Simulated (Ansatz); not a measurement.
Cost and result for the atomization energy of `N[Si@H](O)[Si@H](N)O` (14 atoms, 13 bonds).

```xyz
14

N    -1.679    1.175   -0.092
Si   -1.285   -0.491    0.011
O    -1.853   -1.319    1.331
Si    1.062   -0.492   -0.047
N     1.562    1.148   -0.191
O     1.499   -1.526   -1.264
H    -2.626    1.501   -0.200
H    -1.096    1.856    0.368
H    -1.961   -1.184   -1.111
H    -1.448   -1.121    2.177
H     1.714   -0.945    1.220
H     2.492    1.439    0.068
H     1.193    1.722   -0.933
H     2.425   -1.763   -1.338
```

Total charge 0; spin multiplicity 1. The geometry is a stationary point of PBE0-D4/def2-TZVP. It is one conformer, not always the lowest. Program: Ansatz. All runs use 2 threads of an AMD EPYC 7R13 on a shared host and a share of an NVIDIA H100 80 GB. Times are those of one run each, without the atoms' runs, and a repeat can differ threefold. Electronic energies, without spin–orbit coupling; frozen cores. CCSD(T)/CBS adds CCSD(T) − MP2 in def2-TZVPP to the MP2 limit, and its time is that of the two runs behind it. T1 = 0.012. B3LYP takes the VWN-RPA correlation (the form of Gaussian; ORCA's B3LYP/G).

CCSD(T)/CBS is a level of theory with its own doubt, some kJ/mol a heavy atom from the limit and from the frozen cores, so smaller differences don't rank the functionals.

```json
{"level": "PBE-D4/def2-TZVPP (with forces)", "functions": "320", "wall time": "2.5 s"}
{"level": "PBE0-D4/def2-TZVPP", "functions": "320", "wall time": "3.1 s"}
{"level": "r2SCAN-D4/def2-TZVPP (with forces)", "functions": "320", "wall time": "3.8 s"}
{"level": "B2PLYP/def2-TZVPP", "functions": "320", "wall time": "3.9 s"}
{"level": "B3LYP-D4/def2-TZVPP (with forces)", "functions": "320", "wall time": "4.2 s"}
{"level": "ωB97X-V/def2-TZVPP", "functions": "320", "wall time": "4.8 s"}
{"level": "MP2/def2-QZVPP", "functions": "608", "wall time": "5.5 s"}
{"level": "ωB97M-V/def2-TZVPP (with forces)", "functions": "320", "wall time": "7.5 s"}
{"level": "CCSD(T)/def2-TZVPP", "functions": "320", "wall time": "9 s"}
{"level": "CCSD(T)/CBS(def2)", "functions": "–", "wall time": "15 s"}
```

**Question.** What atomization energy does each give, and how far from CCSD(T)/CBS? (Best estimate.)

**Answer.** Computed: 
| level | atomization (kJ/mol) | difference from CCSD(T)/CBS | per bond |
| --- | --- | --- | --- |
| PBE-D4/def2-TZVPP (with forces) | 5099.8 | 36.5 | 2.8 |
| PBE0-D4/def2-TZVPP | 4990.5 | -72.8 | -5.6 |
| r2SCAN-D4/def2-TZVPP (with forces) | 5020.5 | -42.8 | -3.3 |
| B2PLYP/def2-TZVPP | 4980.0 | -83.3 | -6.4 |
| B3LYP-D4/def2-TZVPP (with forces) | 5042.6 | -20.7 | -1.6 |
| ωB97X-V/def2-TZVPP | 5069.8 | 6.5 | 0.5 |
| MP2/def2-QZVPP | 5075.9 | 12.6 | 1.0 |
| ωB97M-V/def2-TZVPP (with forces) | 5062.6 | -0.7 | -0.1 |
| CCSD(T)/def2-TZVPP | 4886.3 | -177.0 | -13.6 |
| CCSD(T)/CBS(def2) | 5063.3 | 0.0 | 0.0 |

In def2-TZVPP, CCSD(T) changes the Hartree–Fock value by +1411.1 kJ/mol (the triples alone add +76.1 kJ/mol) and MP2 by +1494.3 kJ/mol; breaking electron pairs costs correlation energy, which Hartree–Fock lacks. The D4 term adds +52.3 kJ/mol with B3LYP and +27.8 kJ/mol with PBE0; it sums over pairs of atoms, weighted by their polarisabilities, and B3LYP, whose exchange is more repulsive, gets the larger term. From PBE to PBE0 (25 % exact exchange), in def2-TZVPP and without D4, the atomization energy moves by −104.6 kJ/mol: exact exchange takes away binding that semilocal exchange gives to molecules.
